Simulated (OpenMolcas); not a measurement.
Computed levels of 2s2 2p in ions with 5 electrons, in cm-1 above 2P* 1/2.

```yaml
Program: OpenMolcas 26.06
Method: SS-CASPT2, IPEA 0.25 Eh, imaginary shift 0.1 Eh
Basis: ANO-R2
Scalar_Hamiltonian: X2C, finite nucleus
Spin-orbit_coupling: state interaction with AMFI integrals over the reference wave functions, term energies averaged over their components
```

Active space for each ion: 3 electrons in 4 orbitals (2s 2p); closed shells correlated by CASPT2: 1s.

```tsv
Level	B	N2+	O3+	F4+	Ne5+
2P* 3/2	14.3	158	351	682	1208
```

Question: Estimate 2P* 3/2 for C+ from its neighbours B and N2+.

Answer: 2P* 3/2 is fine structure, which grows about as the fourth power of a screened charge, so the fourth roots are averaged: ((14.3^0.25 + 158^0.25) / 2)^4 = 57. The calculation gives 56.6, so the estimate is off by +0.7 %; the measured value is 63.4 (NIST Handbook of Basic Atomic Spectroscopic Data).

Measured partners are found by configuration, term and J. A level has none where our copy of the source lacks it or the pairing is in doubt (some pairs that miss far off the trend of their configuration count as doubtful), and it then counts in no deviation. Levels of configurations outside the active space are missing.

* marks odd parity.
